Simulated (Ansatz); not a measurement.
A structure relaxed at PBE0-D4/def2-TZVP, charge 0, multiplicity 1:

| atom | x (Å) | y (Å) | z (Å) |
| --- | --- | --- | --- |
| C1 | 0.530 | -0.190 | 0.944 |
| S2 | -1.129 | -0.873 | 0.715 |
| Si3 | -1.981 | -0.390 | -1.175 |
| S4 | -0.512 | 0.790 | -2.203 |
| H5 | 0.862 | -0.496 | 1.936 |
| H6 | 0.512 | 0.899 | 0.898 |
| H7 | 1.221 | -0.592 | 0.203 |
| H8 | 0.497 | 0.852 | -1.318 |

Give its formula and SMILES.

CH4S2Si, `CS[Si]S`.

Point group (tolerance 0.08 Å, 0.16 Å for H)?

Cs.

Summarise the bond lengths by kind.

1 × C–S 1.808 Å; 3 × C–H 1.090 Å; 2 × S–Si 2.128 to 2.147 Å; 1 × H–S 1.344 Å.

Program: Ansatz 0.2.0.
